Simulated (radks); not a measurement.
Results of a calculation; reference values are marked as such.
Excited configurations of the xenon ion Xe+: one electron is placed in a higher orbital outside [Kr] 4d10 5s2 5p4. The ground configuration is [Kr] 4d10 5s2 5p5. Level of theory: scalar-relativistic Kohn-Sham, r2SCAN, spin-polarised, spherical densities, finite nucleus; open shells are filled with parallel spins first (spin-orbit coupling, left out, can overturn this in heavy ions); meta-GGA in the generalised Kohn-Sham scheme; Fermi nuclear charge, rms radius 4.7859 fm (a radial shooting solver on a logarithmic mesh with Libxc functionals). Excitation = E - E(ground); binding = E(ion) - E, where the ion is the core of charge +2; n* = 2/sqrt(2 binding) in atomic units, and the quantum defect is n - n*.

| outer orbital | excitation (eV) | binding (eV) | n* | eigenvalue (eV) |
|---|---|---|---|---|
| 4f | 17.536 | 3.698 | 3.836 | -2.427 |
| 5d | 12.640 | 8.594 | 2.516 | -5.743 |
| 5f | 18.523 | 2.711 | 4.480 | -1.852 |
| 6s | 12.007 | 9.227 | 2.429 | -7.441 |
| 6p | 14.377 | 6.857 | 2.817 | -5.446 |
| 6d | 16.966 | 4.268 | 3.571 | -3.242 |
| 6f | 19.248 | 1.986 | 5.234 | -1.482 |
| 7s | 16.576 | 4.658 | 3.418 | -3.754 |
| 7p | 17.482 | 3.752 | 3.809 | -3.022 |
| 7d | 18.606 | 2.628 | 4.551 | -2.074 |
| 7f | 19.780 | 1.454 | 6.119 | -1.144 |

The Delta-SCF ionisation energy is 21.234 eV (NIST Atomic Spectra Database: 20.975 eV, semi-empirical). Self-interaction in the functional shifts the binding energies and quantum defects, so they are the method's values and not measured ones. Open shells are spherical and high-spin; term and fine-structure splittings are not resolved. Spin-orbit splitting is averaged out at the scalar-relativistic level.
